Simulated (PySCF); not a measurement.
These are PBE-D3(BJ)/def2-TZVP // PBE0-D3(BJ)/def2-SVP (PySCF) values and carry that method's errors. Isolated molecules, 0 K electronic values unless said otherwise. One relaxed conformer stands for a flexible species; it need not be the lowest. 

Reference species (SMILES): `C1[C@H]2CC[C@@](C1)([C@@H]2B)S` (neutral, multiplicity 1).

```yaml
HOMO: -5.42 eV
HOMO–LUMO gap: 3.00 eV
```

Changed species: `C1[C@@H](S)[C@H]2[C@@H]([C@@H]1CC2)B`.

Q: Predict the effect on the HOMO and HOMO–LUMO gap.

A: the HOMO falls by 0.05 eV, to -5.47 eV; the HOMO–LUMO gap stays essentially unchanged.
